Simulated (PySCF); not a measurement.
First SCF of a structure search on triplet [CoF2]+, at a hand-made linear geometry. PySCF input:

```python
from pyscf import gto, scf, dft
mol = gto.M(atom='''
Co     0.000000     0.000000     0.000000
F      0.000000     0.000000     1.715000
F      0.000000     0.000000    -1.715000''',
    basis={'Co': 'def2-TZVP', 'F': 'def2-TZVP'},
    charge=1, spin=2)
mf = dft.UKS(mol, xc='PBE0')
mf.grids.atom_grid = (50, 194)
aux = {'Co': 'def2-universal-JKFIT', 'F': 'def2-universal-JKFIT'}
mf = mf.density_fit(auxbasis=aux)
mf.conv_tol = 1e-08
mf.diis_space = 10
mf.max_cycle = 60
mf.init_guess = 'minao'
mf.verbose = 4
mf.kernel()
```

Excerpt of the output (cycles alone); where DIIS stalls, ADIIS, DIIS with a small level shift and a second-order solver take over in turn:

```
init E= -1581.12369094221
cycle= 1 E= -1565.02597556517  delta_E= 16.1  |g|= 5.69  |ddm|= 9.07
cycle= 2 E= -1514.46680862426  delta_E= 50.6  |g|= 13.4  |ddm|= 13.5
cycle= 3 E= -1566.94033185889  delta_E= -52.5  |g|= 8.14  |ddm|= 8.21
cycle= 4 E= -1568.47840278758  delta_E= -1.54  |g|= 7.27  |ddm|=  1.5
cycle= 5 E= -1571.83112300009  delta_E= -3.35  |g|= 6.46  |ddm|= 2.09
cycle= 6 E= -1577.85176583876  delta_E= -6.02  |g|= 4.01  |ddm|= 1.57
cycle= 7 E= -1578.65907050157  delta_E= -0.807  |g|= 3.57  |ddm|= 0.193
cycle= 8 E= -1579.91005490354  delta_E= -1.25  |g|= 2.72  |ddm|= 0.364
cycle= 9 E= -1581.03414950848  delta_E= -1.12  |g|= 1.44  |ddm|= 0.485
cycle= 10 E= -1581.54944380499  delta_E= -0.515  |g|= 0.679  |ddm|= 0.943
cycle= 11 E= -1581.65602977034  delta_E= -0.107  |g|= 0.345  |ddm|= 0.203
cycle= 12 E= -1581.6920549026  delta_E= -0.036  |g|= 0.06  |ddm|= 0.15
cycle= 13 E= -1581.69468587062  delta_E= -0.00263  |g|= 0.0943  |ddm|= 0.107
... 38 lines left out ...
cycle= 52 E= -1581.69058794287  delta_E= -0.00314  |g|= 0.127  |ddm|= 0.0357
cycle= 53 E= -1581.68905676859  delta_E= 0.00153  |g|= 0.152  |ddm|= 0.0415
cycle= 54 E= -1581.69553429325  delta_E= -0.00648  |g|= 0.108  |ddm|= 0.107
cycle= 55 E= -1581.69855774617  delta_E= -0.00302  |g|= 0.0829  |ddm|= 0.0635
cycle= 56 E= -1581.70274590655  delta_E= -0.00419  |g|= 0.0842  |ddm|= 0.144
cycle= 57 E= -1581.70144630322  delta_E= 0.0013  |g|= 0.0653  |ddm|= 0.0779
cycle= 58 E= -1581.69759920353  delta_E= 0.00385  |g|= 0.13  |ddm|= 0.066
cycle= 59 E= -1581.69836799888  delta_E= -0.000769  |g|= 0.112  |ddm|= 0.0786
cycle= 60 E= -1581.69670196218  delta_E= 0.00167  |g|= 0.144  |ddm|= 0.0224
SCF not converged.
init E= -1581.12369094221
cycle= 1 E= -1565.02597556517  delta_E= 16.1  |g|= 5.69  |ddm|= 9.07
cycle= 2 E= -1514.46680862399  delta_E= 50.6  |g|= 13.4  |ddm|= 13.5
cycle= 3 E= -1573.4487545379  delta_E=  -59  |g|= 5.89  |ddm|= 9.33
cycle= 4 E= -1580.95305250071  delta_E= -7.5  |g|= 1.97  |ddm|= 2.12
cycle= 5 E= -1577.50003232831  delta_E= 3.45  |g|= 3.88  |ddm|= 1.73
cycle= 6 E= -1581.59203890901  delta_E= -4.09  |g|= 0.835  |ddm|= 1.49
cycle= 7 E= -1581.58944981504  delta_E= 0.00259  |g|= 0.762  |ddm|= 0.424
cycle= 8 E= -1581.71072905965  delta_E= -0.121  |g|= 0.0853  |ddm|= 0.24
cycle= 9 E= -1581.67852175516  delta_E= 0.0322  |g|= 0.368  |ddm|= 0.156
cycle= 10 E= -1581.71064562873  delta_E= -0.0321  |g|= 0.113  |ddm|= 0.0813
cycle= 11 E= -1581.71365127754  delta_E= -0.00301  |g|= 0.0573  |ddm|= 0.0537
cycle= 12 E= -1581.71377632127  delta_E= -0.000125  |g|= 0.0681  |ddm|= 0.0434
cycle= 13 E= -1581.71476077251  delta_E= -0.000984  |g|= 0.0306  |ddm|= 0.0318
cycle= 14 E= -1581.71474748721  delta_E= 1.33e-05  |g|= 0.0535  |ddm|= 0.0387
cycle= 15 E= -1581.71513426214  delta_E= -0.000387  |g|= 0.0512  |ddm|= 0.0373
cycle= 16 E= -1581.71600264657  delta_E= -0.000868  |g|= 0.0484  |ddm|= 0.0487
cycle= 17 E= -1581.71466351678  delta_E= 0.00134  |g|= 0.112  |ddm|= 0.0652
cycle= 18 E= -1581.71822396641  delta_E= -0.00356  |g|= 0.0484  |ddm|= 0.0597
cycle= 19 E= -1581.71780874518  delta_E= 0.000415  |g|= 0.116  |ddm|= 0.0824
cycle= 20 E= -1581.71876915336  delta_E= -0.00096  |g|= 0.131  |ddm|= 0.0909
SCF not converged.
init E= -1581.71876915336
cycle= 1 E= -1581.67255591899  delta_E= 0.0462  |g|= 0.484  |ddm|= 0.178
cycle= 2 E= -1581.34987205628  delta_E= 0.323  |g|= 1.29  |ddm|= 0.524
cycle= 3 E= -1581.7100496007  delta_E= -0.36  |g|= 0.252  |ddm|= 0.306
cycle= 4 E= -1581.72963636902  delta_E= -0.0196  |g|= 0.0238  |ddm|= 0.0952
cycle= 5 E= -1581.73082653757  delta_E= -0.00119  |g|= 0.0239  |ddm|= 0.0385
cycle= 6 E= -1581.73206984217  delta_E= -0.00124  |g|= 0.015  |ddm|= 0.0441
cycle= 7 E= -1581.7337151033  delta_E= -0.00165  |g|= 0.0142  |ddm|= 0.0835
cycle= 8 E= -1581.73410548274  delta_E= -0.00039  |g|= 0.00855  |ddm|= 0.0263
cycle= 9 E= -1581.73453914256  delta_E= -0.000434  |g|= 0.00847  |ddm|= 0.0432
cycle= 10 E= -1581.7346993604  delta_E= -0.00016  |g|= 0.00735  |ddm|= 0.0198
cycle= 11 E= -1581.73488325661  delta_E= -0.000184  |g|= 0.00349  |ddm|= 0.0238
cycle= 12 E= -1581.73509036418  delta_E= -0.000207  |g|= 0.00431  |ddm|= 0.0325
cycle= 13 E= -1581.73522371532  delta_E= -0.000133  |g|= 0.00291  |ddm|= 0.023
cycle= 14 E= -1581.73554664162  delta_E= -0.000323  |g|= 0.0048  |ddm|= 0.0756
cycle= 15 E= -1581.73564576468  delta_E= -9.91e-05  |g|= 0.00293  |ddm|= 0.0317
cycle= 16 E= -1581.73570222107  delta_E= -5.65e-05  |g|= 0.00174  |ddm|= 0.0235
cycle= 17 E= -1581.73575219855  delta_E= -5e-05  |g|= 0.0026  |ddm|= 0.0345
cycle= 18 E= -1581.73576619417  delta_E= -1.4e-05  |g|= 0.0012  |ddm|= 0.0127
cycle= 19 E= -1581.73577419449  delta_E= -8e-06  |g|= 0.000855  |ddm|= 0.0107
cycle= 20 E= -1581.73577865059  delta_E= -4.46e-06  |g|= 0.00089  |ddm|= 0.01
cycle= 21 E= -1581.73577998158  delta_E= -1.33e-06  |g|= 0.000467  |ddm|= 0.00414
cycle= 22 E= -1581.73578053551  delta_E= -5.54e-07  |g|= 0.000229  |ddm|= 0.00285
cycle= 23 E= -1581.73578072166  delta_E= -1.86e-07  |g|= 0.000157  |ddm|= 0.00185
cycle= 24 E= -1581.73578078756  delta_E= -6.59e-08  |g|= 0.000134  |ddm|= 0.00145
cycle= 25 E= -1581.73578080767  delta_E= -2.01e-08  |g|= 8.41e-05  |ddm|= 0.00049
cycle= 26 E= -1581.73578081819  delta_E= -1.05e-08  |g|= 3.63e-05  |ddm|= 0.000132
cycle= 27 E= -1581.73578082553  delta_E= -7.34e-09  |g|= 3.15e-05  |ddm|= 0.000112
Extra cycle  E= -1581.73578083263  delta_E= -7.09e-09  |g|= 3.6e-05  |ddm|= 0.000108
converged SCF energy = -1581.73578083263  <S^2> = 2.8914547  2S+1 = 3.5448299
```

This is not the lowest solution: all starts ended here, but a stability analysis within the same unrestricted form found one 10.9 kJ/mol lower, at -1581.73994 Eh.

With open d or f shells other occupations or spin states may lie lower.

The search for the lowest solution, 3 starts and the stability check together, took 43 s on 4 threads of a shared Intel Xeon Platinum 8488C (Sapphire Rapids) host, with 107 basis functions; the process peaked at 0.4 GiB. Launch command: `OMP_NUM_THREADS=4 python axn.py task.json out`.
